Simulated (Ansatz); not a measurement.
Compare A (`CC#CCCCC`) with its isomer B (`C1C[C@H]2CC[C@@H]1C2`).

Calculated with Ansatz (gas phase, PBE0-D4/def2-TZVP geometries, no zero-point term in ΔE). CCSD(T)/CBS is the MP2 limit (def2-TZVPP, def2-QZVPP) plus CCSD(T) − MP2 in def2-TZVPP, frozen cores. Functionals use def2-TZVPP. One conformer a species, not always the lowest.

A:

```xyz
19

C    -2.166    1.147   -2.661
C    -0.939    0.675   -2.047
C     0.081    0.286   -1.544
C     1.301   -0.200   -0.917
C     1.060   -0.873    0.435
C     0.490    0.065    1.485
C     0.236   -0.626    2.813
H    -2.931    1.349   -1.906
H    -1.996    2.073   -3.218
H    -2.570    0.408   -3.357
H     1.795   -0.904   -1.594
H     1.997    0.638   -0.786
H     0.381   -1.721    0.294
H     2.010   -1.288    0.790
H     1.181    0.904    1.629
H    -0.441    0.498    1.106
H     1.158   -1.049    3.223
H    -0.479   -1.446    2.699
H    -0.169    0.066    3.555
```

B:

```xyz
19

C     1.393   -0.568    0.317
C     0.221   -1.521   -0.036
C    -1.009   -0.610    0.059
C    -0.982    0.362   -1.125
C     0.189    1.315   -0.772
C     0.689    0.771    0.571
C    -0.620    0.310    1.220
H     2.133   -0.492   -0.483
H     1.918   -0.906    1.214
H     0.153   -2.342    0.682
H     0.322   -1.966   -1.028
H    -1.951   -1.150    0.166
H    -0.833   -0.157   -2.075
H    -1.925    0.910   -1.200
H     0.977    1.316   -1.529
H    -0.160    2.345   -0.668
H     1.286    1.483    1.143
H    -1.331    1.124    1.381
H    -0.469   -0.225    2.162
```

**Question.** Which is lower in electronic energy at CCSD(T)/CBS, and by how much? (Best estimate.)

**Answer.** Ansatz gave: B, by 150.8 kJ/mol.

**Question.** Give E(B) − E(A) in kJ/mol with CCSD/def2-TZVPP, PBE0-D4, B2PLYP, HF/def2-TZVPP, CCSD(T)/def2-SVP, PBE-D4, LDA (SPW92). (Best estimate.)

**Answer.** Computed: CCSD/def2-TZVPP -151.6, PBE0-D4 -171.9, B2PLYP -122.4, HF/def2-TZVPP -105.1, CCSD(T)/def2-SVP -158.2, PBE-D4 -151.0, LDA (SPW92) -198.7. None reverses the order clearly.

Largest T1 diagnostic: 0.010.

The D4 term adds −20.2 kJ/mol with B3LYP and −10.1 kJ/mol with PBE0; it sums over pairs of atoms, weighted by their polarisabilities, and B3LYP, whose exchange is more repulsive, gets the larger term. At CCSD(T), def2-SVP lies −7.4 kJ/mol from the extrapolated value and def2-TZVPP −3.2 kJ/mol.

B3LYP here is the variant with VWN-RPA as its local correlation; programs differ in this.
